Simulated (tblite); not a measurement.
Run record: tight-binding relaxation, `[BH3-][O+]1CCC[C@H]1COC`.

Computed with GFN2-xTB geometry optimisation, gas phase (tblite 0.8.0). Start geometry: from a force field or distance geometry. The input is one job of a driver script: a line of settings, then coordinates in Å.

Command:
```bash
OMP_NUM_THREADS=1 python probes_run.py task.json out
```

Input:
```
{"job": {"kind": "relax", "xc": "GFN2-xTB", "basis": "xTB"}, "charge": 0, "multiplicity": 1}
B     -1.392000     1.650700     1.229100
O     -0.985600     0.522000     0.327800
C     -2.026400    -0.422700     0.196200
C     -1.398300    -1.723600    -0.209000
C     -0.065500    -1.691500     0.507900
C      0.121700    -0.211000     0.867900
C      1.443400     0.344100     0.292800
O      1.391900     0.347800    -1.111200
C      2.604200     0.837600    -1.630400
H     -1.687100     1.273100     2.332400
H     -2.348300     2.209000     0.758400
H     -0.524400     2.450200     1.315200
H     -2.742800    -0.085700    -0.593700
H     -2.607700    -0.587400     1.135000
H     -2.013600    -2.592900     0.122900
H     -1.249600    -1.759600    -1.290100
H      0.735800    -2.084600    -0.160600
H     -0.102300    -2.319000     1.421400
H      0.190700    -0.153400     1.992700
H      1.594000     1.376700     0.689100
H      2.280600    -0.286800     0.665700
H      3.455200     0.195700    -1.339800
H      2.544900     0.847700    -2.726400
H      2.769500     1.883000    -1.306200
```

Output:
```
step      E/eV     max force
  0    -812.19473    2.247
  1    -812.39514    1.259
  2    -812.47739    0.485
  3    -812.50715    0.313
  4    -812.52215    0.262
  5    -812.53154    0.189
  6    -812.53698    0.136
  7    -812.54002    0.130
  8    -812.54260    0.136
  9    -812.54512    0.141
... (106 lines left out)
116    -812.62947    0.032
117    -812.62964    0.030
118    -812.62982    0.027
119    -812.63002    0.031
120    -812.63017    0.031
121    -812.63028    0.023
122    -812.63035    0.017
123    -812.63041    0.013
124    -812.63045    0.012
125    -812.63047    0.009
```

«max force» is the largest atomic force in eV/Å.

From which step on does the largest force stay under 0.1 eV/Å, and how much energy is left to gain from there?

From step 24 (0.098 eV/Å), 48.0 meV above the end.

In short: energy lowered by 10.0 kcal/mol over 125 steps; largest atomic force 0.009 eV/Å at the end.

Where do the atoms end?

0.376 Å rms from the input after alignment:
```
atom  x, y, z in Å
B1    -1.5012    1.6702    1.5595
O2    -0.9564    0.5339    0.5293
C3    -1.9559   -0.3721    0.0783
C4    -1.1710   -1.5767   -0.4165
C5    -0.0733   -1.6702    0.6406
C6     0.1875   -0.1993    0.9899
C7     1.4253    0.3748    0.2974
O8     1.4290   -0.0028   -1.0596
C9     2.4621    0.6034   -1.7915
H10   -1.8771    1.0902    2.5352
H11   -2.3721    2.2124    0.9630
H12   -0.5576    2.3654    1.7604
H13   -2.5354    0.1345   -0.6947
H14   -2.6200   -0.6379    0.9103
H15   -1.7794   -2.4755   -0.4836
H16   -0.7261   -1.3608   -1.3872
H17    0.8242   -2.1532    0.2633
H18   -0.4280   -2.2114    1.5183
H19    0.2933   -0.0455    2.0691
H20    1.3998    1.4696    0.3912
H21    2.3330    0.0031    0.7997
H22    3.4466    0.3283   -1.3922
H23    2.3722    0.2434   -2.8145
H24    2.3691    1.6960   -1.7784
```

Estimate the wall time. Hardware: an Arm Neoverse N1 with one thread, no GPU, shared host.

About 1.7 s.
Labels such as C1 count atoms from 1, the log's own numbers from 0.
